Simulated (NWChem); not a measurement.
Molecule: C4H5FO; SMILES O=C[C@H](C=C)F

```xyz
11

C     -0.8663     2.0137    -0.2774
C     -0.8430     0.8087     0.2874
C      0.3920    -0.0312     0.3998
F      1.4821     0.5921    -0.1449
C      0.1901    -1.3621    -0.3124
O     -0.6113    -2.1803     0.0374
H      0.0445     2.4632    -0.6808
H     -1.7942     2.5862    -0.3441
H     -1.7461     0.3402     0.6929
H      0.6027    -0.2535     1.4641
H      0.8572    -1.4948    -1.2039
```
Atoms are numbered in this order, from 1.

Coordinates come from a PBE0/def2-SVP optimisation.

Give the principal values of the shielding tensors (ppm) of C1, C2, C3, F4, C5 from Hartree-Fock/6-31G* (spherical d), GIAO (NWChem), with their diamagnetic and paramagnetic parts as GIAO splits them.


```csv
atom,σ11,σ22,σ33,isotropic,diamagnetic,paramagnetic
C1,-36.9,95.5,189.6,82.7,257.2,-174.4
C2,-46.0,100.8,164.1,73.0,255.8,-182.8
C3,101.0,106.0,141.1,116.1,242.0,-125.9
F4,426.0,445.5,479.7,450.4,475.5,-25.1
C5,-86.6,2.8,107.0,7.7,248.5,-240.8
```
